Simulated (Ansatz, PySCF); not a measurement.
This Ansatz (a first-principles code) input computes a PBE0/def2-TZVPD energy:

Ansatz 0.2 input:
```yaml
crystal:
  periodic: [false, false, false]
  atoms:
    - {symbol: B, position_ang: [0.00000000, 0.00000000, 0.00000000]}
    - {symbol: O, position_ang: [-0.00000000, -0.00000000, -1.26121028]}
    - {symbol: O, position_ang: [0.00000000, 0.00000000, 1.26121028]}
basis:
  gaussian:
    orbitals: def2-TZVPD
hamiltonian:
  xc: {name: PBE0}
magnetization: {spin_polarized: true, initial_magnetization: 1}
output: {forces: true}
```

Question: Write an input for the same energy in PySCF and say what it gives.

Answer: 
```python
from pyscf import gto, scf, dft

mol = gto.M(
    atom='''
    B     0.00000000    0.00000000    0.00000000
    O    -0.00000000   -0.00000000   -1.26121028
    O     0.00000000    0.00000000    1.26121028
    ''',
    basis='def2-tzvpd',
    charge=0,
    spin=1,
    symmetry='D2h',
    verbose=4,
)

mf = dft.UKS(mol, xc='pbe0').density_fit(auxbasis='def2-universal-jkfit')
mf.grids.level = 3
mf.conv_tol = 1e-9
mf.max_cycle = 100
mf.max_memory = 1500
mf.kernel()
if not mf.converged:
    mf = mf.newton()
    mf.kernel(mf.make_rdm1())
mf.analyze()
```
It gives -175.17772 Eh, and Ansatz -175.17771 Eh, a difference of 0.01 mEh.

It need not be the lowest isomer of its formula.
